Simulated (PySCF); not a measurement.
Species: FH₆NSi₂.
Cartesian coordinates in Å at the PBE0-D3(BJ)/def2-SVP level; atoms count from 1:
```xyz
10
FH6NSi2 angstrom
N     -1.6597    0.2783   -0.5233
Si    -0.5297   -0.4760    0.5622
Si     1.5815    0.1767   -0.2214
F      2.7689   -0.2979    0.7960
H     -2.5917   -0.1134   -0.6095
H     -1.6986    1.2904   -0.5780
H     -0.6687   -0.1384    2.0210
H     -0.7106   -1.9539    0.4319
H      1.6593    1.6659   -0.3435
H      1.8590   -0.4260   -1.5592
```

Computed with MP2 and CCSD/aug-cc-pVDZ in PySCF, restricted Hartree–Fock reference, frozen core, non-relativistic, gas phase, PBE0-D3(BJ)/def2-SVP geometry.

E(HF) = -735.34093 Eh.

Problem. How large is the problem?

Solution. 154 basis functions and 50 electrons; 12 orbitals frozen, which leaves o = 13 correlated occupied and v = 129 virtual orbitals. That is o·v = 1677 singles and o·v(o·v + 1)/2 = 1407003 distinct closed-shell doubles amplitudes before symmetry; the costliest CCSD step grows as o²v⁴ = 4.7 × 10^10.

Problem. What are the MP2 and CCSD correlation energies?

Solution. MP2 -0.5983 Eh and CCSD -0.6474 Eh, which gives totals of -735.93922 and -735.98829 Eh. That is 0.678 eV for each correlated electron at CCSD (1700 kJ/mol in all, 0.088 % of the total energy); MP2 gives 92.4 % of the CCSD value.

Problem. What is the T1 diagnostic?

Solution. 0.0130, below the customary warning level of 0.02. It is the norm of the spatial-orbital singles amplitudes over the root of the number of correlated electrons, so the norm is 0.066.

Problem. How does correlation change the dipole moment?

Solution. HF gives 2.82 D and CCSD (unrelaxed density) 2.65 D, a change of -0.17 D.

Connected triples and the basis-set limit are missing.

The job also held the EOM ionisation roots. The run took 3.8 min of wall time on an Arm Neoverse V1 with one thread (shared host).

One conformer stands for the species.
